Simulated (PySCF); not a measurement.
PySCF input for Be(NMe2)(SiH3) (C2H9BeNSi), SMILES C[N](C)[Be][SiH3], B3LYP-D3(BJ)/def2-SVP. Geometry: B3LYP-D3(BJ)/def2-SVP. The values are those of a single conformer.

```python
import numpy as np
from pyscf import gto, scf, dft, df
from pyscf.hessian import thermo

mol = gto.M(
    atom='''
    Be   -0.23681372    0.13523569    0.17465491
    N     0.85149497   -0.47588529   -0.66832402
    C     2.25749382   -0.14746845   -0.52197704
    C     0.60345716   -1.45446161   -1.71087582
    H     2.86247277   -1.04013970   -0.26625005
    H     2.67909292    0.27556863   -1.45554660
    H     2.40949106    0.59611363    0.27731177
    H     0.94565578   -1.09398497   -2.70144093
    H     1.13061157   -2.40867015   -1.51122992
    H    -0.47203534   -1.68101630   -1.79387020
    Si   -1.79438609    1.00431791    1.40134373
    H    -2.85409516    0.00917915    1.76998584
    H    -2.50401068    2.14854003    0.74280270
    H    -1.25469327    1.53579364    2.69619104
    ''',
    basis='def2-SVP',
    charge=0,
    spin=0,
    max_memory=1600,
    verbose=3,
)
mf = dft.RKS(mol, xc='b3lyp').density_fit(auxbasis='def2-universal-jkfit')
mf.disp = 'd3bj'
mf.grids.level = 3
mf.conv_tol = 1e-11
mf.max_cycle = 100
mf.kernel()

# [left out here: the lines that compute and print the analytic Hessian (its translational invariance restored by hand, since the grid's response is missing), thermochemistry and intensities]
```

Output:

```
converged SCF energy = -440.471958552773

WARN: DFTD3 does not support analytical Hessian, using finite difference


WARN: Mole.unit (angstrom) is changed to Bohr

Mode                                 0                   1                   2
Irrep
Freq [cm^-1]                      -15.1066             77.2821            119.6725
Reduced mass [au]                   1.0721              2.9492              2.1978
Force const [Dyne/A]               -0.0001              0.0104              0.0185
Char temp [K]                     -21.7351            111.1917            172.1821
Normal mode                   x     y     z       x     y     z       x     y     z
       0  Be                 0.01  0.01  0.00    0.09  0.07  0.06    0.02 -0.15  0.13
       1   N                 0.00  0.00  0.00    0.06  0.04  0.04    0.01 -0.08  0.07
       2   C                -0.00  0.03 -0.04    0.09 -0.06 -0.07   -0.00  0.04 -0.04
       3   C                 0.00 -0.04  0.04   -0.10  0.05  0.07   -0.00  0.04 -0.04
       4   H                 0.02  0.05 -0.02    0.04 -0.10 -0.11    0.11  0.06 -0.23
       5   H                -0.03  0.01 -0.06    0.05 -0.10 -0.11   -0.15  0.21 -0.02
       6   H                -0.00  0.06 -0.06    0.21 -0.06 -0.09    0.01 -0.06  0.05
       7   H                -0.03 -0.06  0.02   -0.15  0.02  0.04   -0.15  0.21 -0.03
       8   H                 0.02 -0.02  0.06   -0.15  0.01  0.03    0.12  0.07 -0.22
       9   H                 0.00 -0.06  0.07   -0.12  0.13  0.15    0.01 -0.06  0.05
      10  Si                -0.00 -0.00 -0.00   -0.04 -0.03 -0.03   -0.00  0.03 -0.02
      11   H                -0.27  0.11 -0.47    0.01 -0.11 -0.10   -0.12  0.15 -0.02
      12   H                 0.35  0.34  0.21   -0.09 -0.09 -0.08    0.14  0.02 -0.19
      13   H                -0.11 -0.49  0.24   -0.17  0.02  0.01   -0.07  0.11 -0.03
Mode                                 3                   4                   5
Irrep
[...]
       8   H                 0.14  0.13  0.32    0.30  0.17  0.09    0.29  0.16  0.09
       9   H                -0.09  0.25  0.29   -0.05  0.36 -0.32   -0.05  0.36 -0.33
      10  Si                 0.00  0.00  0.00   -0.00 -0.00 -0.00   -0.00  0.00 -0.00
      11   H                 0.00 -0.00 -0.00   -0.00  0.00  0.00    0.00 -0.00  0.00
      12   H                 0.00  0.00  0.00   -0.00 -0.00 -0.00   -0.00  0.00  0.00
      13   H                -0.00  0.00 -0.00    0.00 -0.00  0.00    0.00 -0.00  0.00
Mode                                24                  25                  26
Irrep
Freq [cm^-1]                     1460.9923           1478.8532           1512.2115
Reduced mass [au]                   1.1872              1.0433              1.2003
Force const [Dyne/A]                1.4930              1.3444              1.6172
Char temp [K]                    2102.0426           2127.7406           2175.7357
Normal mode                   x     y     z       x     y     z       x     y     z
       0  Be                -0.02  0.01  0.01   -0.00 -0.00 -0.00    0.05 -0.03 -0.04
       1   N                 0.01 -0.01 -0.01   -0.00 -0.00 -0.00   -0.07  0.04  0.05
       2   C                 0.07  0.03  0.02    0.01 -0.02 -0.03   -0.00  0.01  0.01
       3   C                -0.03 -0.05 -0.06   -0.04  0.00  0.01   -0.01  0.00  0.00
       4   H                -0.24 -0.21 -0.11   -0.17 -0.01  0.41    0.26  0.08 -0.32
       5   H                -0.25 -0.12 -0.19   -0.23  0.38  0.06    0.31 -0.29  0.01
       6   H                -0.42  0.03  0.09    0.27 -0.02 -0.06   -0.23  0.00  0.04
       7   H                 0.20  0.23  0.13    0.34 -0.29  0.02    0.23 -0.35 -0.05
       8   H                 0.22  0.14  0.21    0.28  0.09 -0.33    0.18  0.01 -0.38
       9   H                -0.11  0.27  0.32   -0.07  0.17  0.20   -0.04  0.15  0.17
      10  Si                 0.00 -0.00 -0.00    0.00  0.00  0.00   -0.00  0.00  0.00
      11   H                 0.00 -0.00 -0.00    0.00 -0.00 -0.00   -0.00 -0.00  0.00
      12   H                 0.00 -0.00 -0.00    0.00  0.00 -0.00   -0.00  0.00  0.00
      13   H                 0.00 -0.00 -0.00   -0.00  0.00  0.00    0.00  0.00  0.00
Mode                                27                  28                  29
Irrep
Freq [cm^-1]                     2173.9193           2176.0369           2180.6383
Reduced mass [au]                   1.0433              1.0391              1.0366
Force const [Dyne/A]                2.9051              2.8989              2.9043
Char temp [K]                    3127.7859           3130.8327           3137.4530
Normal mode                   x     y     z       x     y     z       x     y     z
       0  Be                -0.00 -0.00 -0.00    0.00  0.00  0.00   -0.00 -0.00  0.00
       1   N                 0.00 -0.00 -0.00    0.00 -0.00 -0.00    0.00 -0.00 -0.00
       2   C                -0.00 -0.00 -0.00   -0.00 -0.00 -0.00   -0.00 -0.00 -0.00
       3   C                 0.00  0.00  0.00    0.00  0.00  0.00    0.00  0.00  0.00
       4   H                 0.00  0.00 -0.00    0.00  0.00 -0.00    0.00  0.00 -0.00
       5   H                 0.00 -0.00  0.00    0.00 -0.00  0.00    0.00 -0.00  0.00
       6   H                 0.00 -0.00 -0.00   -0.00 -0.00 -0.00   -0.00 -0.00 -0.00
       7   H                -0.00 -0.00  0.00   -0.00 -0.00  0.00   -0.00 -0.00  0.00
       8   H                -0.00  0.00 -0.00   -0.00  0.00 -0.00   -0.00  0.00 -0.00
       9   H                -0.00  0.00  0.00    0.00  0.00 -0.00    0.00 -0.00  0.00
      10  Si                -0.02 -0.01 -0.03    0.02  0.02 -0.01    0.02 -0.02  0.01
      11   H                 0.11  0.10 -0.05   -0.68 -0.64  0.23   -0.06 -0.08  0.03
      12   H                 0.02 -0.04  0.01    0.06 -0.07  0.04   -0.46  0.74 -0.43
      13   H                 0.35  0.34  0.83    0.07  0.06  0.13    0.04  0.01  0.06
Mode                                30                  31                  32
Irrep
Freq [cm^-1]                     2962.3296           2967.5928           3012.6307
Reduced mass [au]                   1.0369              1.0377              1.1033
Force const [Dyne/A]                5.3609              5.3842              5.8999
Char temp [K]                    4262.1327           4269.7053           4334.5048
Normal mode                   x     y     z       x     y     z       x     y     z
       0  Be                 0.00  0.00  0.00    0.00 -0.00 -0.00   -0.00  0.00 -0.00
       1   N                 0.00  0.00  0.00   -0.00  0.00  0.00    0.00 -0.00  0.00
       2   C                 0.03 -0.00 -0.01   -0.03  0.00  0.01   -0.01  0.05 -0.04
       3   C                -0.01  0.02  0.03   -0.01  0.02  0.03   -0.01  0.05 -0.04
       4   H                -0.24  0.38 -0.11    0.24 -0.38  0.11    0.26 -0.38  0.10
       5   H                -0.16 -0.18  0.39    0.17  0.18 -0.39   -0.18 -0.17  0.40
       6   H                -0.02 -0.15 -0.17    0.03  0.16  0.17   -0.00  0.01 -0.01
       7   H                 0.14  0.17 -0.41    0.14  0.16 -0.41   -0.15 -0.15  0.42
       8   H                 0.22 -0.40  0.10    0.22 -0.39  0.09    0.23 -0.40  0.08
       9   H                -0.22 -0.04 -0.01   -0.23 -0.05 -0.02   -0.00  0.01 -0.01
      10  Si                -0.00 -0.00 -0.00    0.00 -0.00 -0.00   -0.00  0.00 -0.00
      11   H                -0.00 -0.00  0.00   -0.00 -0.00  0.00   -0.00 -0.00  0.00
      12   H                -0.00 -0.00 -0.00   -0.00  0.00  0.00    0.00 -0.00  0.00
      13   H                 0.00 -0.00 -0.00   -0.00  0.00  0.00    0.00 -0.00  0.00
Mode                                33                  34                  35
Irrep
Freq [cm^-1]                     3020.3695           3087.9942           3088.3133
Reduced mass [au]                   1.1056              1.0998              1.0998
Force const [Dyne/A]                5.9424              6.1789              6.1802
Char temp [K]                    4345.6392           4442.9361           4443.3952
Normal mode                   x     y     z       x     y     z       x     y     z
       0  Be                 0.00 -0.00  0.00    0.00  0.00  0.00    0.00 -0.00 -0.00
       1   N                -0.00 -0.00 -0.00   -0.00 -0.00 -0.00   -0.00  0.00  0.00
       2   C                 0.01 -0.05  0.04   -0.00  0.03  0.04   -0.00  0.05  0.05
       3   C                -0.01  0.05 -0.04    0.07  0.01 -0.01   -0.05 -0.00  0.00
       4   H                -0.25  0.39 -0.10    0.06 -0.09  0.03    0.09 -0.14  0.05
       5   H                 0.17  0.17 -0.41    0.04  0.05 -0.10    0.06  0.08 -0.14
       6   H                 0.00 -0.01  0.01   -0.06 -0.34 -0.37   -0.09 -0.50 -0.54
       7   H                -0.16 -0.16  0.42   -0.04 -0.06  0.16    0.03  0.04 -0.11
       8   H                 0.24 -0.40  0.09   -0.07  0.15 -0.04    0.05 -0.11  0.03
       9   H                -0.00  0.01 -0.01   -0.73 -0.15 -0.05    0.49  0.10  0.03
      10  Si                 0.00  0.00  0.00   -0.00 -0.00 -0.00   -0.00 -0.00  0.00
      11   H                 0.00 -0.00 -0.00   -0.00  0.00  0.00   -0.00  0.00  0.00
      12   H                 0.00  0.00  0.00   -0.00 -0.00 -0.00   -0.00  0.00 -0.00
      13   H                -0.00  0.00 -0.00    0.00 -0.00 -0.00   -0.00 -0.00 -0.00
temperature 298.1500 [K]
pressure 101325.00 [Pa]
Rotational constants [GHz] 8.47691 1.42386 1.25609
Symmetry number 1
Zero-point energy (ZPE) 0.10774 [Eh]   282862.145 [J/mol]
                           tot       elec      trans        rot        vib
Entropy [J/mol/K]       353.494      0.000    164.035    114.860     74.600
Cv [J/mol/K]            108.791      0.000     12.472     12.472     83.848
Cp [J/mol/K]            117.106      0.000     20.786     12.472     83.848
Internal energy [J/mol]                      3718.434   3718.434 295398.517
Internal energy [Eh]   -440.35661  -440.47196
Enthalpy [J/mol]                             6197.391   3718.434 295398.517
Enthalpy [Eh]          -440.35567
Gibbs free energy [J/mol]                  -42709.640 -30527.022 273156.627
Gibbs free energy [Eh] -440.39581
static polarisability / bohr^3: [[ 83.318  -7.622 -11.756]
 [ -7.625  69.72    9.655]
 [-11.759   9.656  74.623]]
largest difference of analytic and finite-field dipole derivatives / e: 0.001480093334149224
mode   freq/cm-1   IR/(km/mol)   Raman/(A^4/amu)   depolarisation
   1      -15.11         0.014             0.042            0.750
   2       77.28         1.238             0.093            0.750
   3      119.67         0.250             0.641            0.748
   4      238.98         2.543             0.126            0.749
   5      239.51         0.417             0.291            0.750
   6      279.73         0.061             8.083            0.208
   7      299.65        17.802             0.165            0.412
   8      332.73        26.284             0.419            0.632
   9      443.78         0.055             5.780            0.022
  10      513.19         0.173             1.431            0.687
  11      515.92         0.416             0.737            0.323
  12      885.59       229.601            16.784            0.747
  13      906.36        17.911             1.533            0.702
  14      948.01        38.444            31.451            0.747
  15      952.70        38.761            29.851            0.749
  16     1084.22         4.551             2.024            0.750
  17     1101.33         0.001             2.373            0.750
  18     1130.18        81.266             8.970            0.604
  19     1166.06         1.967             0.099            0.745
  20     1204.72        65.699             0.199            0.750
  21     1392.22       155.403            55.472            0.368
  22     1432.66         3.216            19.223            0.750
  23     1448.19         0.000            35.676            0.750
  24     1456.33         8.814             0.268            0.740
  25     1460.99         9.946            11.502            0.750
  26     1478.85        14.230             2.800            0.750
  27     1512.21        28.520            19.185            0.749
  28     2173.92       103.712           164.217            0.438
  29     2176.04        98.293           177.182            0.280
  30     2180.64        98.779           191.456            0.212
  31     2962.33        55.622            30.611            0.750
  32     2967.59       130.939           347.471            0.015
  33     3012.63        92.522           267.878            0.750
  34     3020.37         0.000            24.608            0.750
  35     3087.99        18.981            47.459            0.746
  36     3088.31        33.531            74.130            0.684
max |gradient| / (hartree/bohr): 4.7262125290420856e-05
APT charges: [ 0.5599 -0.8796  0.406   0.4067 -0.0736 -0.0738 -0.0175 -0.0738 -0.0736
 -0.0175  0.5611 -0.2402 -0.2461 -0.238 ]
```

The calculation finished and met its thresholds. The end point has an imaginary mode, so it is no minimum.
